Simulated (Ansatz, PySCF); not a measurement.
C2H3F2, SMILES C[C](F)F, multiplicity 2. Atoms are numbered in the order given.

```xyz
7

C     -1.3930    -0.0252     0.0000
C      0.0542     0.2997     0.0000
F      0.7215    -0.0824     1.0939
F      0.7215    -0.0824    -1.0939
H     -1.5408    -1.1226     0.0000
H     -1.8741     0.3909     0.8955
H     -1.8741     0.3909    -0.8955
```
Charge 0, spin multiplicity 2.

The structure is a stationary point at r2SCAN-D4/def2-SVP. The isomer is the one that the SMILES or the coordinates give; other isomers of the formula were not compared.

Two levels are set side by side: PBE-D3(BJ)/def2-SVP (Ansatz, an electronic-structure program) and r2SCAN-D4/def2-SVP (PySCF). Each level has its own optimised geometry; the coordinates shown are those of the second. Frequencies come from the Hessian of PySCF at each geometry. Differences are taken from unrounded values.

```
quantity                            r2SCAN-D4
----------------------------------  ---------
mean bond length (Å)                    1.244
bond C1–C2 (Å)                          1.483
bond C2–F3 (Å)                          1.337
bond C2–F4 (Å)                          1.337
bond C1–H5 (Å)                          1.107
bond C1–H6 (Å)                          1.098
bond C1–H7 (Å)                          1.098
highest harmonic wavenumber (cm⁻¹)       3181
mean harmonic wavenumber (cm⁻¹)          1376
zero-point energy (kcal/mol)            29.51
```

Q: What does PBE-D3(BJ) give, and how far is it from r2SCAN-D4? (The exact figures need the calculation; the answer reports its results.)

A: 
```csv
quantity,PBE-D3(BJ),PBE-D3(BJ) minus r2SCAN-D4
mean bond length (Å),1.251,0.007
bond C1–C2 (Å),1.490,0.006
bond C2–F3 (Å),1.344,0.007
bond C2–F4 (Å),1.344,0.007
bond C1–H5 (Å),1.116,0.009
bond C1–H6 (Å),1.106,0.008
bond C1–H7 (Å),1.106,0.008
highest harmonic wavenumber (cm⁻¹),3107,-74
mean harmonic wavenumber (cm⁻¹),1339,-37
zero-point energy (kcal/mol),28.71,-0.80
```
